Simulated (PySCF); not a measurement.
## Radial density of Ca⁺ (calcium, charge +1)

r2SCAN0, [Ar] 4s1, 2S determinant. Calculation: PySCF 2.14, in dyall-av3z; scalar relativity by spin-free X2C-1e.

```tsv
r (bohr)	4πr²ρ (e/bohr)	4πr²(ρα − ρβ)
0.00107	0.09452	0.0000
0.00180	0.2480	0.0001
0.00303	0.6396	0.0003
0.00509	1.601	0.0008
0.00857	3.804	0.0018
0.0144	8.269	0.0039
0.0242	15.45	0.0070
0.0408	22.42	0.0085
0.0686	22.25	0.0038
0.115	17.11	0.0005
0.194	22.05	0.0208
0.326	21.67	0.0150
0.549	7.287	0.0147
0.923	7.620	0.0697
1.55	4.186	-0.0001
2.61	0.6308	0.3029
4.39	0.2240	0.2222
7.39	0.01004	0.0100
```

Densities and radii are taken from the X2C orbitals without a picture-change correction, which distorts them close to the nucleus.
